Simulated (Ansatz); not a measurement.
Cd₆O₆⁻, relaxed as a doublet with UKS PBE0-D4/def2-SVP in Ansatz, starting from the PBE0-D4/def2-SVP geometry of the neutral singlet. Force threshold 0.03 eV/Å.

In the def2 sets Cd takes a core potential; there is no spin–orbit coupling. The structure holds 3 bonds between oxygen atoms, so isomers without such links may lie far lower. The relaxation made no stability test and no search for a lower SCF solution. The structure comes from a short search, and lower isomers may exist.

Start:

```xyz
12

Cd    0.061    1.508   -0.793
Cd    0.493   -2.266   -0.275
Cd    0.670   -0.418    2.254
Cd   -0.815    3.104    1.293
Cd    1.085   -1.715   -2.864
Cd   -2.486   -0.190    1.508
O     0.005    0.373   -2.666
O    -1.083   -0.471   -2.271
O     0.885    1.627    2.120
O     1.494    1.370    0.822
O     0.676   -2.333    1.741
O    -0.984   -0.589   -0.869
```

Estimate the energy that the relaxation releases and the steps that it takes.

7.8 kcal/mol, in 14 steps; 2.7 min on 4 threads of AMD EPYC 9R45 on a shared host. No frequencies were taken in this run, so the end may be a saddle point.

Does the start keep its bonding?

By distances, no bond broke or formed. The bond that changes most is Cd5–O7, from 2.36 to 2.56 Å (atoms count from 1).

Predict the relaxed structure.


```xyz
12

Cd    0.409    1.409   -0.730
Cd    0.607   -2.524   -0.380
Cd    0.639   -0.470    2.108
Cd   -1.000    3.121    1.166
Cd    0.950   -1.867   -3.131
Cd   -2.632   -0.037    1.280
O    -0.091    0.392   -2.530
O    -1.144   -0.381   -1.974
O     0.716    1.583    2.111
O     1.614    1.671    0.972
O     0.780   -2.372    1.704
O    -0.848   -0.525   -0.595
```
Bond lengths (bridged metal pairs left out): 8 × Cd–O 1.95 to 2.49 Å; 4 × Cd–Cd 2.85 to 3.41 Å; 3 × O–O 1.42 to 1.45 Å.
